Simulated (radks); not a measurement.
Results of a calculation; reference values are marked as such.
Task: The iodine anion I-, [Xe], held by a Watson sphere: a shell of charge +1 at radius R that stands for the Madelung well of a crystal (potential energy -1/R inside, -1/r outside, in hartree with lengths in bohr). Code: a radial shooting solver on a logarithmic mesh with Libxc functionals. Model: scalar-relativistic Kohn-Sham, r2SCAN, spin-polarised, spherical densities, finite nucleus; meta-GGA in the generalised Kohn-Sham scheme; Fermi nuclear charge, rms radius of each element as measured or else 0.836 A^(1/3) + 0.57 fm.

| R (bohr) | e(4d) (eV) | e(5s) (eV) | e(5p) (eV) | <r> 5p (bohr) | sum of <r^2> (bohr^2) | X-ray form factor at sin(theta)/lambda = 0.3 1/angstrom |
|---|---|---|---|---|---|---|
| 2.81 | -50.431 | -17.927 | -7.656 | 2.505 | 70.06 | 36.603 |
| 2.88 | -50.369 | -17.833 | -7.585 | 2.513 | 70.37 | 36.606 |
| 4.69 | -48.816 | -15.835 | -5.738 | 2.637 | 75.76 | 36.646 |
| 5.93 | -47.907 | -14.871 | -4.767 | 2.665 | 77.22 | 36.649 |

Estimate the row for R = 5.09 bohr.

Result: e(4d) (eV) -48.501; e(5s) (eV) -15.492; e(5p) (eV) -5.394; <r> 5p (bohr) 2.649; sum of <r^2> (bohr^2) 76.37; X-ray form factor at sin(theta)/lambda = 0.3 1/angstrom 36.647.
